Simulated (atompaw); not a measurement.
**How hard is this Mo PAW (atompaw) potential?**

| Property | Result |
| --- | --- |
| Element | Mo (Z = 42) |
| Generator | atompaw 4.2.0.5 |
| Type | PAW |
| Functional | PBEsol |
| Relativity | scalar-relativistic |
| Frozen core | [Ar] 3d10 |
| Valence charge | 14 |
| Reference configuration | 4s2 4p6 4d5 5s1 5p0 |
| Partial waves | 4s (bound): rc 1.30 bohr; 5s (bound): rc 2.10 bohr; 4p (bound): rc 1.60 bohr; 5p (bound, empty): rc 2.00 bohr; 4d (bound): rc 2.10 bohr; 4d channel at 2 Ry: rc 2.10 bohr |
| Local potential | troulliermartins scheme with l = 3 at 0 Ry, radius 1.70 bohr |
| Core correction | smooth core density matched at 1.45 bohr |
| Augmentation charge | besselshape compensation charge, radius 1.80 bohr; PAW radius 2.10 bohr; waves and projectors: custom polynom gramschmidtortho |

The pseudo-atom Hamiltonian at the reference potential is diagonalised in spherical Bessel functions j_l(qr) that vanish at 20 bohr, with q² up to the cutoff. All-electron valence levels (Ry): 4s -4.7261, 5s -0.3028, 4p -2.8265, 5p -0.0743, 4d -0.2770.

Question: How do the lowest levels (Ry) of each channel move with the cutoff, and are there ghosts?

Answer:

| cutoff (Ry) | s #1 | s #2 | s #3 | p #1 | p #2 | d #1 | d #2 | f #1 | f #2 | Σ f·Δε (mRy) |
| --- | --- | --- | --- | --- | --- | --- | --- | --- | --- | --- |
| 8 | -4.6339 | -0.2957 | 0.0094 | -1.0960 | -0.0294 | -0.0272 | 0.0672 | 0.1060 | 0.2273 | 11823.2 |
| 10 | -4.6891 | -0.3011 | 0.0088 | -1.7548 | -0.0556 | -0.1187 | 0.0604 | 0.1060 | 0.2273 | 7297.5 |
| 15 | -4.7029 | -0.3026 | 0.0086 | -2.6953 | -0.0737 | -0.2530 | 0.0570 | 0.1060 | 0.2273 | 953.9 |
| 21 | -4.7095 | -0.3027 | 0.0086 | -2.8132 | -0.0742 | -0.2760 | 0.0567 | 0.1060 | 0.2273 | 117.8 |
| 25 | -4.7147 | -0.3027 | 0.0086 | -2.8247 | -0.0742 | -0.2761 | 0.0567 | 0.1060 | 0.2273 | 38.2 |
| 30 | -4.7212 | -0.3028 | 0.0086 | -2.8258 | -0.0742 | -0.2764 | 0.0567 | 0.1060 | 0.2273 | 17.4 |
| 40 | -4.7256 | -0.3028 | 0.0086 | -2.8260 | -0.0743 | -0.2770 | 0.0567 | 0.1060 | 0.2273 | 4.3 |
| 50 | -4.7257 | -0.3028 | 0.0086 | -2.8264 | -0.0743 | -0.2770 | 0.0567 | 0.1060 | 0.2273 | 1.7 |
| 55 | -4.7257 | -0.3028 | 0.0086 | -2.8264 | -0.0743 | -0.2770 | 0.0567 | 0.1060 | 0.2273 | 1.1 |
| 60 | -4.7259 | -0.3028 | 0.0086 | -2.8264 | -0.0743 | -0.2770 | 0.0567 | 0.1060 | 0.2273 | 0.8 |
| 80 | -4.7261 | -0.3028 | 0.0086 | -2.8265 | -0.0743 | -0.2770 | 0.0567 | 0.1060 | 0.2273 | 0.2 |
| 400 | -4.7261 | -0.3028 | 0.0086 | -2.8265 | -0.0743 | -0.2770 | 0.0567 | 0.1060 | 0.2273 | 0.0 |

Result: no extra level below or beside the all-electron valence levels (s, p, d, f tested); 10 mRy is reached at 35 Ry and 1 mRy at 60 Ry.
